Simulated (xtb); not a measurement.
C6H7 (SMILES [C]1=CC=CCC1), doublet, from a rough starting geometry; GFN2-xTB run with xtb.

Input for xtb:
```
$ xtb mol.xyz --gfn 2 --uhf 1 --opt vtight --json

# file mol.xyz
13

C      0.06465981    -1.52587904    -0.46652027
C      1.25659146    -0.98352054    -0.41747248
C      1.41764184     0.40781837    -0.10815076
C      0.43047339     1.16289823     0.27941393
C     -0.98129273     0.62484153     0.33884121
C     -1.12943463    -0.86704984    -0.06502299
H      2.21313514    -1.56424572    -0.75677867
H      2.42647369     0.88115122    -0.20930368
H      0.51845733     2.22702592     0.45919031
H     -1.63005174     1.28892422    -0.30245978
H     -1.33299754     0.77577482     1.40438361
H     -1.84447339    -0.96895804    -0.90327246
H     -1.63051591    -1.44633072     0.73070803
```

### Question
Write the output that xtb gives for this input, abridged.

### Answer

```
   ID    Z sym.   atoms
    1    6 C      1-6
    2    1 H      7-13

           -------------------------------------------------
          |                Calculation Setup                |
           -------------------------------------------------

           -------------------------------------------------
          |                 G F N 2 - x T B                 |
           -------------------------------------------------

          ...................................................
          :                      SETUP                      :
          :.................................................:
          :  # basis functions                  31          :
          :  # atomic orbitals                  31          :
          :  # shells                           19          :
          :  # electrons                        31          :
          :  max. iterations                   250          :
          :  Hamiltonian                  GFN2-xTB          :
          :  restarted?                      false          :
          :  GBSA solvation                  false          :
          :  PC potential                    false          :
          :  electronic temp.          300.0000000     K    :
          :  accuracy                    1.0000000          :
          :  -> integral cutoff          0.2500000E+02      :
          :  -> integral neglect         0.1000000E-07      :
          :  -> SCF convergence          0.1000000E-05 Eh   :
          :  -> wf. convergence          0.1000000E-03 e    :
          :  Broyden damping             0.4000000          :
          :  net charge                          0          :
          :  unpaired electrons                  1          :
          ...................................................

 iter      E             dE          RMSdq      gap      omega  full diag
   1    -16.5268894 -0.165269E+02  0.407E+00    2.45       0.0  T
   2    -16.5474253 -0.205359E-01  0.243E+00    2.52       1.0  T
   3    -16.5423969  0.502839E-02  0.960E-01    2.33       1.0  T
   4    -16.5458216 -0.342466E-02  0.520E-01    2.57       1.0  T
   5    -16.5490983 -0.327677E-02  0.110E-01    2.44       1.0  T
   6    -16.5492063 -0.107992E-03  0.526E-02    2.47       1.0  T
   7    -16.5492201 -0.137952E-04  0.263E-02    2.46       1.1  T
   8    -16.5492212 -0.110752E-05  0.248E-03    2.46      11.2  T
   9    -16.5492212 -0.253353E-07  0.151E-03    2.46      18.4  T
  10    -16.5492213 -0.555559E-08  0.714E-04    2.46      38.9  T
  11    -16.5492213 -0.486435E-08  0.119E-04    2.46     234.0  T

   *** convergence criteria satisfied after 11 iterations ***

         :::::::::::::::::::::::::::::::::::::::::::::::::::::
         ::                     SUMMARY                     ::
         :::::::::::::::::::::::::::::::::::::::::::::::::::::
         :: total energy             -16.260221631593 Eh    ::
         :: gradient norm              0.120885666720 Eh/a0 ::
         :: HOMO-LUMO gap              2.462068021858 eV    ::
         ::.................................................::
         :: SCC energy               -16.549211202377 Eh    ::
         :: -> isotropic ES            0.001435697720 Eh    ::
         :: -> anisotropic ES          0.003468938408 Eh    ::
         :: -> anisotropic XC          0.011152484110 Eh    ::
         :: -> dispersion             -0.008290270403 Eh    ::
         :: repulsion energy           0.288989570784 Eh    ::
         :: add. restraining           0.000000000000 Eh    ::
         :: total charge              -0.000000000000 e     ::
         :::::::::::::::::::::::::::::::::::::::::::::::::::::

      -----------------------------------------------------------
     |                   =====================                   |
     |                        A N C O P T                        |
     |                   =====================                   |
[...]
 * total energy  :   -16.2742418 Eh     change       -0.3435891E-03 Eh
 * total energy  :   -16.2745444 Eh     change       -0.3026077E-03 Eh
 * total energy  :   -16.2746527 Eh     change       -0.1082432E-03 Eh
 * total energy  :   -16.2747474 Eh     change       -0.9477158E-04 Eh
 * total energy  :   -16.2747779 Eh     change       -0.3049881E-04 Eh
 * total energy  :   -16.2747981 Eh     change       -0.2014039E-04 Eh
 * total energy  :   -16.2748037 Eh     change       -0.5593980E-05 Eh
 * total energy  :   -16.2748059 Eh     change       -0.2183321E-05 Eh
 * total energy  :   -16.2748068 Eh     change       -0.9553888E-06 Eh
 * total energy  :   -16.2748073 Eh     change       -0.5104695E-06 Eh
 * total energy  :   -16.2748076 Eh     change       -0.2388947E-06 Eh
 * total energy  :   -16.2748077 Eh     change       -0.9944441E-07 Eh
   *** GEOMETRY OPTIMIZATION CONVERGED AFTER 27 ITERATIONS ***
         :: total energy             -16.274807655894 Eh    ::
[...]
        21                          0.1253112               3.4099
        22                          0.1370254               3.7287
        23                          0.1600533               4.3553
        24                          0.1693431               4.6081
        25                          0.2214972               6.0272
        26                          0.2449219               6.6647
        27                          0.2719362               7.3998
       ...                                ...                  ...
        31                          0.7273955              19.7934
      -------------------------------------------------------------
                  HL-Gap            0.0817333 Eh            2.2241 eV
             Fermi-level           -0.3047801 Eh           -8.2935 eV

     #   Z          covCN         q      C6AA      α(0)
     1   6 C        1.989    -0.075    33.082     9.289
     2   6 C        2.901    -0.039    28.957     8.823
     3   6 C        2.913    -0.031    28.783     8.797
     4   6 C        2.897    -0.042    29.046     8.836
     5   6 C        3.811    -0.048    21.434     6.590
     6   6 C        3.807    -0.039    21.272     6.566
     7   1 H        0.926     0.036     2.504     2.474
     8   1 H        0.926     0.033     2.548     2.496
     9   1 H        0.926     0.030     2.582     2.513
    10   1 H        0.924     0.040     2.448     2.447
    11   1 H        0.924     0.042     2.422     2.434
    12   1 H        0.924     0.044     2.390     2.418
    13   1 H        0.924     0.049     2.332     2.388

 Mol. C6AA /au·bohr⁶  :       1769.025092
 Mol. C8AA /au·bohr⁸  :      42164.310763
 Mol. α(0) /au        :         66.071171

Wiberg/Mayer (AO) data.
largest (>0.10) Wiberg bond orders for each atom

 ---------------------------------------------------------------------------
     #   Z sym  total        # sym  WBO       # sym  WBO       # sym  WBO
 ---------------------------------------------------------------------------
     1   6 C    3.316 --     2 C    1.926     6 C    1.082     4 C    0.111
     2   6 C    3.982 --     1 C    1.926     3 C    1.021     7 H    0.956
     3   6 C    3.981 --     4 C    1.863     2 C    1.021     8 H    0.962
     4   6 C    3.990 --     3 C    1.863     5 C    1.025     9 H    0.961
                             1 C    0.111
     5   6 C    3.994 --     4 C    1.025    10 H    0.967    11 H    0.958
                             6 C    0.956
     6   6 C    3.996 --     1 C    1.082    13 H    0.958     5 C    0.956
                            12 H    0.954
     7   1 H    0.998 --     2 C    0.956
     8   1 H    0.999 --     3 C    0.962
     9   1 H    0.999 --     4 C    0.961
    10   1 H    0.998 --     5 C    0.967
    11   1 H    0.998 --     5 C    0.958
    12   1 H    0.998 --     6 C    0.954
    13   1 H    0.997 --     6 C    0.958
 ---------------------------------------------------------------------------

Topologies differ in total number of bonds
Writing topology from bond orders to xtbtopo.mol

molecular dipole:
                 x           y           z       tot (Debye)
 q only:       -0.246       0.198       0.059
   full:       -0.260       0.393       0.075       1.213
molecular quadrupole (traceless):
                xx          xy          yy          xz          yz          zz
 q only:        1.558       0.288      -0.886      -0.310       0.048      -0.672
  q+dip:        4.174       0.105      -1.962      -0.998      -0.358      -2.212
   full:        2.808       0.225      -1.924      -0.591      -0.273      -0.884

optimized geometry written to: xtbopt.xyz

           -------------------------------------------------
          | TOTAL ENERGY              -16.274807655894 Eh   |
          | GRADIENT NORM               0.000069851303 Eh/α |
          | HOMO-LUMO GAP               2.224076896738 eV   |
           -------------------------------------------------

normal termination of xtb
```
